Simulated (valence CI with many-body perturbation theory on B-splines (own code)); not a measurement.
Ir XLV: key properties

Method: relativistic CI+MBPT: five valence electrons over a frozen Dirac-Fock core [Ar] 3d10, radial functions for each j: 9 s, 9 p, 8 d, 6 f, 3 g, 1 h, with the one-electron correlation potential Σ1, the two-electron term Σ2, the three-electron term Σ3, Breit, model QED; selected CI, second order for the rest, scaled by the run's own slope (own B-spline code, finite nucleus).

No measured spectrum was set against this ion. As an estimate, large intervals hold to a few tenths of a per cent, small ones and those within an open d or f shell to about a per cent. Among the levels kept, up to 670 cm⁻¹ of a level comes from second order outside the variational space, and about a tenth of that is noise between levels of different J, which matters for small intervals.

Levels are named by their leading jj configuration (3d3/2^4 stands for four electrons in 3d with j = 3/2), which in mixed levels can hold well under half, so a name can repeat and another be missing.

Rates and lifetimes use the calculated energies. Strong lines usually hold to 10 to 20 %, long lifetimes can be off by a factor of two.

What is the ground level?

(4s^2 4p1/2^2 4p3/2) J=3/2, composition 47 % 4s²4p³ ²P° + 27 % 4s²4p³ ²D° + 26 % 4s²4p³ ⁴S°, g = 1.358.

What are the static dipole polarisabilities of the lowest levels?

(4s^2 4p1/2^2 4p3/2) J=3/2 0.0282 (tensor 0.0018) bohr³, of which the core gives 0.00171.

Among levels below 3187.9 × 10³ cm⁻¹, which E1 lines absorb most strongly from the ground level?

to (4s^2 4p1/2 4p3/2 4d3/2) J=5/2 at 4.179 nm, f = 0.757; to (4s^2 4p1/2 4p3/2 4d3/2) J=3/2 at 4.159 nm, f = 0.646; to (4s 4p1/2^2 4p3/2^2) J=3/2 at 5.268 nm, f = 0.268.

How well does LS coupling describe the low levels?

Among the lowest 20 levels the leading LS term, summed over configurations, holds 53 % on average. For single configurations the figures are 52 % in LS and 94 % in jj coupling. Terms mix most in the J = 5/2 level at 1573.7 × 10³ cm⁻¹, where the leading one holds 31 %.

What is the ionisation energy?

2260.2 eV; NIST lists 2258 ± 4 eV (theoretical).
